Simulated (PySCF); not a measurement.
Dipole response of Ti⁷⁺ (titanium, charge +7)

[Ne] 3s2 3p3, high-spin 4S determinant. Computed with PySCF 2.14 in an uncontracted even-tempered set (18 s from 0.32 bohr⁻², ratio 2.5; 12 p from 0.42 bohr⁻², ratio 2.5; 5 d from 2.8 bohr⁻², ratio 2.7; 5 f from 4.2 bohr⁻², ratio 2.7), with the non-relativistic Hamiltonian (point nucleus). Coupled (time-dependent) response in atomic units; α is the mean over directions.

```
method  mean α (bohr³)  C₆ (like pair)   S(−4)
   UHF          0.7637          0.6592  0.6427
  PBE0          0.7158          0.6193  0.5178
```

S(−4) is the Cauchy moment in α(ω) = α(0) + S(−4) ω² + …

α(iu) at UHF:

| u (hartree) | α(iu) (bohr³) |
| --- | --- |
| 0 | 0.7637 |
| 0.200 | 0.7392 |
| 0.400 | 0.6785 |
| 0.800 | 0.5351 |
| 1.20 | 0.4233 |
| 1.60 | 0.3437 |
| 2.00 | 0.2852 |
| 3.00 | 0.1921 |
| 4.00 | 0.1399 |
| 6.00 | 0.08759 |
| 10.0 | 0.04845 |

For an ion, C₆ is the dispersion term alone; charge-induced terms of lower order in 1/R come first.
